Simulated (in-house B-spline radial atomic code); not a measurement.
How numerical settings move a run on Pr²⁺, [Xe] 4f3. Computed with an all-electron radial atomic-structure program (B-spline basis): Dirac-Kohn-Sham PBE0, spherical fractional occupations, Fermi nucleus of rms radius 4.8919 fm.

Command:
```bash
python run_scf.py task.json out
```
Settings of the sound reference run:
```
Z                59
electrons        57
configuration    [Xe] 4f3
hamiltonian      dirac
method           pbe0
spin_polarised   False
nucleus          fermi
rms_radius       4.8919
mass_number      141
atomic_mass      140.9077
speed_of_light   137.036
knot_spacing     0.22
spline_order     8
gauss_points     12
box_radius       22.22
max_iterations   70
damping          0.5
damped_steps     3
diis_vectors     10
tolerance        1e-08
start            Thomas-Fermi
```

Time taken, with all properties: 1.4 s on 1 thread of Arm Neoverse V2, on a shared host.

It converges in 10 iterations to -9241.112944 hartree, with 4f7/2 at -12.2216 eV. The other runs change the listed settings, some to values that make no sense; their results aren't properties of the atom or ion. Radii are in bohr (the nuclear one in fm), a minus after a letter asks for a j subshell, and «unchanged» means within 1e-8 hartree. The run stops when the residual is below 10 × tolerance × max(1, Z/10), or a noise floor if that is larger, and the energy moves by less than 1e-8 × √|E| hartree; so very loose and very tight tolerances often act alike.

```tsv
changed settings	outcome
box_radius = 88.88	converged in 10 iterations, energy unchanged, 4f7/2 level -3.8e-07 eV
knot_spacing = 0.15, max_iterations = 8, damping = 0.2, damped_steps = 30	not converged after 8 iterations, last residual 1.8e-01, last energy +2.39e+00 hartree from the reference
box_radius = 4.44	converged in 10 iterations, energy +3.53e-02 hartree from the reference, 4f7/2 level +1.1e+00 eV (the program warns: 4f7/2 reaches the box edge; 5s1/2 reaches the box edge)
knot_spacing = 0.75, max_iterations = 60, damped_steps = 0, diis_vectors = 1, tolerance = 1e-05	not converged after 60 iterations, last residual 1.9e+00, last energy +2.51e+01 hartree from the reference
box_radius = 3.33	converged in 10 iterations, energy +4.38e-01 hartree from the reference, 4f7/2 level +5.8e+00 eV (the program warns: 4f7/2 reaches the box edge; 4d3/2 reaches the box edge)
gauss_points = 5	converged in 10 iterations, energy -1.65e-08 hartree from the reference
method = r2scan	stopped with error: meta-GGAs are not served with the Dirac Hamiltonian
box_radius = 0.89	converged in 8 iterations, energy +4.26e+02 hartree from the reference, 4f7/2 level +5.0e+02 eV (the program warns: 4f7/2 has a positive eigenvalue: unbound, held by the box; 4s1/2 has a positive eigenvalue: unbound, held by the box)
gauss_points = 3	converged in 10 iterations, energy +6.87e-04 hartree from the reference, 4f7/2 level +2.0e-05 eV
electrons = 60, configuration = [Xe] 4f3 6s3, max_iterations = 75	stopped with error: shell 6s holds at most 2 electrons
box_radius = 11.11	converged in 10 iterations, energy +4.91e-07 hartree from the reference, 4f7/2 level +1.3e-04 eV (the program warns: 4f7/2 reaches the box edge; 4f5/2 reaches the box edge)
box_radius = 1.33, max_iterations = 60, tolerance = 0.001	converged in 7 iterations, energy +8.14e+01 hartree from the reference, 4f7/2 level +1.7e+02 eV (the program warns: 4f7/2 has a positive eigenvalue: unbound, held by the box; 4d3/2 has a positive eigenvalue: unbound, held by the box)
gauss_points = 4	converged in 10 iterations, energy +3.97e-06 hartree from the reference, 4f7/2 level -3.3e-06 eV
box_radius = 1.33	converged in 8 iterations, energy +8.14e+01 hartree from the reference, 4f7/2 level +1.7e+02 eV (the program warns: 4f7/2 has a positive eigenvalue: unbound, held by the box; 4d3/2 has a positive eigenvalue: unbound, held by the box)
```

Task: What happens with tolerance = 1e-06?

Result: Converged in 10 iterations, energy unchanged.

Task: What happens with box_radius = 2.22?

Result: Converged in 9 iterations, energy +6.44e+00 hartree from the reference, 4f7/2 level +3.3e+01 eV (the program warns: 4f7/2 has a positive eigenvalue: unbound, held by the box; 5p3/2 has a positive eigenvalue: unbound, held by the box).

Task: What happens with electrons = 58, configuration = [Xe] 4f3 1f1, max_iterations = 100?

Result: Stopped with error: there is no 1f shell.

Task: What happens with tolerance = 1e-13?

Result: Converged in 11 iterations, energy unchanged, 4f7/2 level -6.3e-05 eV.
